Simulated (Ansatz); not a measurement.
`[GaH2][C]1=NC1` + `CC[SiH2]P` → `P[SiH2][GaH2]` + `CCC1=NC1`  (formal exchange of groups at a Ga–C bond)

Calculated with Ansatz (gas phase, PBE0-D4/def2-TZVP geometries, no zero-point term in ΔE). CCSD(T)/CBS is the MP2 limit (def2-TZVPP, def2-QZVPP) plus CCSD(T) − MP2 in def2-TZVPP, frozen cores. Functionals use def2-TZVPP. B3LYP here is the variant with VWN-RPA as its local correlation; programs differ in this. For Ga outer-core shells are correlated without core-valence functions, which leaves a few kJ/mol of doubt a bond. Scalar relativity is left out up to krypton. Each species was taken in one conformer, which may not be the lowest.

Q: Is it downhill or uphill in electronic energy at CCSD(T)/CBS, and by how much? (An estimate is asked.)

A: The calculation gave: Nearly level: ΔE = +0.02 eV.

Q: What do these levels give: revPBE-D4, BLYP-D4, r2SCAN0-D4, ωB97M-V, PBE-QIDH, B3LYP, LC-ωPBE, MP2/def2-SVP, SCS-MP2/def2-TZVPP, CCSD/def2-TZVPP, CCSD(T)/def2-TZVPP, CCSD/CBS(def2)? (Estimate.)

A: Ansatz gave: revPBE-D4 -0.08, BLYP-D4 -0.03, r2SCAN0-D4 -0.06, ωB97M-V 0.01, PBE-QIDH -0.04, B3LYP -0.07, LC-ωPBE -0.04, MP2/def2-SVP -0.03, SCS-MP2/def2-TZVPP 0.06, CCSD/def2-TZVPP 0.01, CCSD(T)/def2-TZVPP 0.02, CCSD/CBS(def2) 0.01 eV.

Largest T1 diagnostic among the species: 0.014.

In def2-TZVPP, CCSD(T) changes the Hartree–Fock value by +0.07 eV (the triples alone add +0.01 eV) and MP2 by +0.13 eV. At CCSD(T), def2-SVP lies −0.11 eV from the extrapolated value and def2-TZVPP −0.00 eV. Leaving LDA and LC-ωPBE aside and taking each functional with its dispersion term where it has one, the values, not all of them listed here, spread over 0.13 eV, from HSE06-D4 to ωB97M-V.
